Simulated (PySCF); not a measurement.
A GIAO shielding run with PySCF (density fitting, non-relativistic, gas phase) on SMILES CC(F)(F)[Si@H](S)C[SiH3], C₃H₁₀F₂SSi₂:

```
$ OMP_NUM_THREADS=1 python probes_run.py task.json out

{"job": {"kind": "nmr", "xc": "PBE0", "basis": "pcSseg-1"}, "charge": 0, "multiplicity": 1}
C     -2.374173     0.546092    -0.610805
C     -1.791932    -0.308012     0.495190
F     -2.088045    -1.627685     0.251269
F     -2.451750    -0.031249     1.674162
Si     0.119919    -0.159025     0.819113
S      0.461825     1.858117     1.485935
C      1.065700    -0.439160    -0.786144
Si     2.961832    -0.465963    -0.571297
H     -2.116428     1.587955    -0.440277
H     -3.457689     0.442051    -0.632286
H     -1.964930     0.221207    -1.563277
H      0.410426    -1.090880     1.904849
H     -0.609035     1.938720     2.262076
H      0.812852     0.345743    -1.500199
H      0.743561    -1.380264    -1.230120
H      3.562299    -0.693577    -1.887212
H      3.394768     0.816080    -0.023997
H      3.312041    -1.553833     0.341363
```

Hardware: 1 thread of an Arm Neoverse N1, shared host. The job also computes population analyses, field gradients.

Problem. How large is the calculation?

Solution. 90 electrons, 207 basis functions and 1146 auxiliary functions.

Problem. How long does it take, and how much memory does it need?

Solution. 82 s of wall time, with 13 SCF cycles and 4 response iterations; peak memory 0.93 GiB. Times on a shared host scatter by some tens of per cent.
